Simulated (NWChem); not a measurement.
AuNH3Cl; SMILES [NH3]->[Au][Cl]

def2 effective core potentials on Au; no spin-orbit coupling.

Q: Give the equilibrium geometry at PBE0/def2-SVP with def2 effective core potentials on Au (NWChem) as a Z-matrix, with the point group.

A: point group C3v; any orientation.
```
N
H 1 1.0210
H 1 1.0210 2 107.27
H 1 1.0210 2 107.27 3 114.97
Au 1 2.1016 2 111.59 3 -122.51
Cl 5 2.2528 2 159.03 1 180.00
```
